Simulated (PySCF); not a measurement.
Caution: the restricted solution is unstable towards spin-unrestricted or complex orbitals, so a lower solution exists and this singlet may not be the ground state.

B3LYP has the VWN-RPA correlation part, as in Gaussian. 

Cartesian coordinates (Å):
```xyz
7

B      1.9258    -0.3434     0.2564
B      0.4278    -0.0869     0.2010
C     -1.0679     0.1821     0.2272
H      3.0791    -0.5412     0.3004
H     -1.3880     1.0755    -0.3142
H     -1.2800     0.3811     1.2919
H     -1.6969    -0.6671    -0.0500
```
Charge 0, multiplicity 1.

Task: Estimate the LUMO, dipole moment, HOMO–LUMO gap, total energy and HOMO that B3LYP-D3(BJ)/def2-TZVP in PySCF 2.14.0 returns for this input.

Result: 
The LUMO comes out as -3.65 eV and the dipole moment is 1.34 D. The HOMO–LUMO gap is 1.41 eV and the total energy is -90.1166 Ha. The HOMO is -5.06 eV.
